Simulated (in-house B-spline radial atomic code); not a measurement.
Binding energies in the silver ion Ag¹⁵⁺

NIST's tabulated ground configuration is [Ar] 3d10 4s2 4p2; each binding energy is the energy of the ion with one electron taken from that subshell, relaxed, less that of the parent. Computed with an all-electron radial atomic-structure program (B-spline basis): Dirac-Hartree-Fock, average of configuration, Fermi nucleus of rms radius 4.5454 fm. Energies include first-order Breit, QED and recoil terms.

```csv
subshell,X-ray name,binding energy (eV),-ε (eV),relaxation (eV)
1s,K,25910.6,26039.1,50.0
2s,L1,4204.5,4233.8,21.3
3s,M1,1094.4,1100.1,4.3
3d3/2,M4,747.7,753.6,5.5
3d5/2,M5,741.5,747.0,5.4
4s,N1,417.7,418.4,0.4
4p,"N2,3",375.8,376.3,0.3
```

Relaxation = -ε minus the binding energy without Breit, QED and recoil terms.

What does it cost to remove both a 3d3/2 and a 4p electron?

1157.9 eV, which is 34.39 eV more than the two single binding energies together.

What does it cost to remove two 1s electrons?

52587 eV, which is 765.4 eV more than the two single binding energies together.
